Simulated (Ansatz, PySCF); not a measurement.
The pair A = SiH4 (SMILES [SiH4]) (first 5 atoms), B = H4OSi (SMILES O[SiH3]); geometry from B3LYP-D3(BJ)/def2-TZVP.
(charge 0, multiplicity 1):
```xyz
11

Si    -0.0062     0.1505     0.1976
H     -0.8232     1.0756     1.0133
H      1.3765     0.6587     0.0843
H     -0.6091    -0.0042    -1.1439
H      0.0172    -1.1748     0.8658
O     -0.4773    -1.2309     3.8016
Si    -0.0222     0.2956     4.2362
H     -0.6117    -1.4117     2.8672
H      1.1141     0.7734     3.4075
H      0.3853     0.2148     5.6527
H     -1.1313     1.2694     4.0888
```

Correlated levels freeze the cores. CBS: X⁻³ extrapolation of the correlation energy, Hartree–Fock from the larger set. MP2 and its Hartree–Fock in aug-cc-pV(T+d)Z are density fitted.

Run with Ansatz (Gaussian basis) for Hartree–Fock, density functionals and correlated methods; PySCF for the dispersion terms. 

The monomers are drawn apart, rigid, along the line of their centres of mass. Counterpoise-corrected interaction energies (kcal/mol):

| level | R = 4.739 Å | R = 5.584 Å |
|---|---|---|
| PBE/def2-TZVPPD | -0.4967 | -0.1626 |
| PBE-D3(BJ)/def2-TZVPPD | -1.1465 | -0.4245 |
| wB97M-V/def2-TZVPPD | -0.7883 | -0.3082 |
| MP2/CBS(aug-cc-pV(D+d)Z, aug-cc-pV(T+d)Z) + ΔCCSD(T)/aug-cc-pV(D+d)Z | -0.8209 | -0.2986 |

Question: R is the distance of the centres of mass. Find the local exponent m of E ∝ R⁻ᵐ between the two points.

Answer: 
m = ln(E₁/E₂)/ln(R₂/R₁): PBE/def2-TZVPPD 6.8; PBE-D3(BJ)/def2-TZVPPD 6.1; wB97M-V/def2-TZVPPD 5.7; MP2/CBS(aug-cc-pV(D+d)Z, aug-cc-pV(T+d)Z) + ΔCCSD(T)/aug-cc-pV(D+d)Z 6.2. For scale, two fixed dipoles give m = 3, dipole and quadrupole 4, quadrupoles 5, and dispersion or dipole-induced dipole 6 at long range; at these distances several terms mix, and what is left of overlap and damping shifts m, so it need not match one of them.

Ansatz is a program for electronic structure.
